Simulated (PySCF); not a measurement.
Two-component Hartree-Fock for Hf⁶⁴⁺ (hafnium, charge +64)

Start: [He] 2s2 2p4; 2p1/2 filled at m_j = -1/2, +1/2; 2p3/2 filled at m_j = +1/2, +3/2. Calculated with PySCF 2.14 in an even-tempered Gaussian basis (17 s from 48 bohr⁻², ratio 2.4; 13 p from 62 bohr⁻², ratio 2.4; 5 d from 210 bohr⁻², ratio 2.6; 4 f from 320 bohr⁻², ratio 2.6): generalised Hartree-Fock with the X2C-1e Hamiltonian and a Gaussian nucleus; one run each with spin-orbit coupling (SO) switched off, then screened by Boettger's factors.

| spinor shell | electrons | ε, spin-free (eV) | ε, screened SO (eV) | weight of nominal j (screened SO) | rms radius, screened SO (bohr) |
| --- | --- | --- | --- | --- | --- |
| 1s1/2 | 2 | -71984.2 | -71944.9 | 1.000 | 0.0215 |
| 2s1/2 | 2 | -16988.0 | -16976.3 | 1.000 | 0.0845 |
| 2p1/2 | 2 | -15741.4 | -16617.2 | 1.000 | 0.0715 |
| 2p3/2 | 2 | -15741.4 | -15367.6 | 1.000 | 0.0781 |

```tsv
quantity	spin-free	screened SO
E (hartree)	-9285.55772	-9324.36450
M_J	2	2
⟨J²⟩	6.000	6.000
⟨L²⟩	2.000	3.292
⟨S²⟩	2.000	1.376
```

Each row is a mean over spinors that exchange with the open shell spreads, by up to 85.343 eV (2s1/2).

Breit and QED terms are absent; they matter most for the inner s and p1/2 levels.

Densities and radii are taken from the X2C orbitals without a picture-change correction, which distorts them close to the nucleus.

Without spin-orbit coupling the j labels of p, d and f shells carry no meaning; the spin-free column gives the mean over the occupied spinors of each nl shell.
